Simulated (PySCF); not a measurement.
Al(H)(F)(vinyl) (C2H4AlF), SMILES C=[CH][AlH][F]. Coordinates come from a TPSSh-D3(BJ)/def2-SVP optimisation. Other conformers were not sampled.

Computed equilibrium geometry at TPSSh-D3(BJ)/def2-SVP (PySCF confirms it by a frequency run) as a Z-matrix, and its point group (one conformer of several):
point group Cs.
```
C
C 1 1.3485
H 2 1.0978 1 122.96
H 2 1.0982 3 115.03 1 180.00
H 1 1.0989 2 117.09 3 0.00
Al 1 1.9375 5 123.80 2 180.00
F 6 1.6733 1 120.37 5 0.00
H 6 1.5774 7 117.62 1 180.00
```
Charge 0, spin multiplicity 1.
